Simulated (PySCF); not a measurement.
GeHI3, SMILES [I][GeH]([I])[I].

Coordinates come from a B3LYP-D3(BJ)/def2-SVP optimisation. The def2 effective core potentials stand for the cores of I; spin–orbit coupling is left out.

Computed with PBE/def2-TZVP (PySCF).

Symmetry labels are those of the subgroup Cs that the program uses (full group C3v).

Computed valence orbital energies around the gap with their symmetry:
```csv
orbital,symmetry,energy (eV)
HOMO−7,A",-8.99
HOMO−6,A',-8.99
HOMO−5,A',-7.13
HOMO−4,A",-7.13
HOMO−3,A',-6.94
HOMO−2,A",-6.80
HOMO−1,A',-6.80
HOMO,A",-6.58
LUMO,A',-3.63
LUMO+1,A",-1.74
LUMO+2,A',-1.74
LUMO+3,A',-0.26
```
